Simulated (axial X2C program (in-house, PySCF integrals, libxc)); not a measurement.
# Which functional? An output for LiNb

An SCF output computed with an in-house all-electron X2C program for linear molecules (integrals from PySCF) for LiNb at 2.890 Å, two-component, state Ω = 1, Nb dyall-cv3z [11s12p9d5f3g], Li dyall-cv3z [7s8p2d] (cores contracted in-house), without its first line:

```
basis functions 195  fitting functions 888  grid points 5084
iter        total energy     max residual
   1      -3825.013687230     1.21e-01
   2      -3825.016123964     4.16e-03
   3      -3825.016408795     9.39e-03
   4      -3825.016492814     1.34e-03
   5      -3825.016502729     3.19e-03
   6      -3825.016525602     7.29e-04
   7      -3825.016527593     2.23e-04
   8      -3825.016527974     5.40e-05
   9      -3825.016528012     1.25e-05
  10      -3825.016528015     5.30e-06
converged
one-electron -5322.86520325  Coulomb 1598.39333199  exact exchange 0.00000000  xc functional -121.32308627  nuclear repulsion 22.52207507  atomic mean-field constant -1.74364555
```

**Question.** Which level of theory produced it?
A. HF
B. PBE
C. PBE0

**Answer.** B. The exact-exchange term against the functional term shows a share of 0 of exact exchange.
